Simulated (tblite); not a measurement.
C₅H₅F₃O₂.
SMILES with atom numbers: `[CH3:1][O:2]/[CH:3]=[CH:4]\[C:5](=[O:6])[C:7]([F:8])([F:9])[F:10]` (hydrogens: H11, H12, H13 on C1; H14 on C3; H15 on C4)

Computed with GFN2-xTB (tblite), gas phase: Langevin dynamics at 400 K from the optimised GFN2-xTB geometry, time step 0.5 fs, friction 0.01 fs⁻¹, 2000 steps.

Start geometry:
```
atom  x, y, z in Å
C1      2.937   -0.372   -0.005
O2      1.531   -0.476   -0.103
C3      0.846    0.625   -0.319
C4     -0.505    0.658   -0.392
C5     -1.325   -0.516   -0.227
O6     -0.979   -1.652   -0.018
C7     -2.844   -0.176   -0.346
F8     -3.219    0.707    0.599
F9     -3.628   -1.243   -0.225
F10    -3.127    0.397   -1.530
H11     3.317   -1.391    0.006
H12     3.224    0.132    0.922
H13     3.356    0.170   -0.857
H14     1.407    1.549   -0.450
H15    -0.995    1.598   -0.583
```

The statistics below take the 31 frames saved every 25 fs from 250 to 1000 fs; their kinetic temperature (all 3N coordinates) averages 448 K.

**Question.** Give the mean, spread and extremes of the bond lengths.

**Answer.** 
```tsv
bond	start (Å)	mean (Å)	standard deviation (Å)	shortest (Å)	longest (Å)
C1–O2	1.413	1.425	0.032	1.351	1.488
O2–C3	1.315	1.315	0.029	1.265	1.386
C3=C4	1.354	1.355	0.026	1.295	1.398
C4–C5	1.441	1.452	0.031	1.388	1.517
C5=O6	1.205	1.209	0.016	1.165	1.247
C5–C7	1.561	1.578	0.050	1.490	1.687
C7–F8	1.346	1.356	0.038	1.296	1.435
C7–F9	1.330	1.335	0.041	1.246	1.419
C7–F10	1.346	1.351	0.038	1.284	1.429
C1–H11	1.088	1.089	0.030	1.036	1.163
C1–H12	1.094	1.097	0.035	1.027	1.171
C1–H13	1.093	1.102	0.028	1.057	1.163
C3–H14	1.089	1.099	0.040	1.014	1.166
C4–H15	1.077	1.081	0.034	1.000	1.148
```

**Question.** Give the same statistics for bond angles, one of each kind among heavy atoms.

**Answer.** 
```tsv
angle	start (°)	mean (°)	standard deviation (°)	smallest (°)	largest (°)
C1–O2–C3	117.9	118.2	4.4	108.1	125.6
O2–C3–C4	123.3	123.9	4.3	115.5	131.4
C3–C4–C5	122.8	122.9	4.6	112.6	132.1
C4–C5–O6	128.6	129.1	4.3	120.0	137.1
C4–C5–C7	111.5	110.7	3.3	106.8	119.5
O6–C5–C7	119.8	119.8	4.0	113.0	130.8
C5–C7–F8	111.1	111.1	5.7	99.5	123.6
C5–C7–F9	113.1	113.1	4.9	103.1	120.6
F8–C7–F9	107.3	107.2	3.8	99.5	112.9
F8–C7–F10	106.2	106.2	4.8	97.4	119.4
```

**Question.** How far does each atom move about its mean position (frames aligned on the start, all atoms weighted alike), and what rms force does it feel?

**Answer.** 
```csv
atom,rms displacement (Å),rms force (eV/Å)
C1,0.17,2.22
O2,0.29,1.74
C3,0.23,2.23
C4,0.29,2.51
C5,0.28,1.92
O6,0.61,1.51
C7,0.15,2.34
F8,0.41,1.42
F9,0.24,1.60
F10,0.42,1.47
H11,0.75,1.11
H12,0.72,1.18
H13,0.77,1.13
H14,0.39,1.41
H15,0.43,1.24
```

The displacements run from 0.15 to 0.77 Å, the largest at H13.

**Question.** How widely does the potential energy scatter, against a harmonic estimate?

**Answer.** Mean 0.77 eV above the start, standard deviation 0.144 eV, range 0.57 to 1.07 eV. For 39 classical harmonic modes at 400 K the canonical values are 39kT/2 = 0.67 eV and kT·√(39/2) = 0.152 eV.

The run is classical and short, so these are rough statistics of one trajectory.

What follows is the cost of the whole dynamics run. The run took 9.9 s wall on Arm Neoverse V2, one thread, shared host with 32 logical CPUs at a one-minute load of 13, and the process peaked at 0.18 GiB of memory.
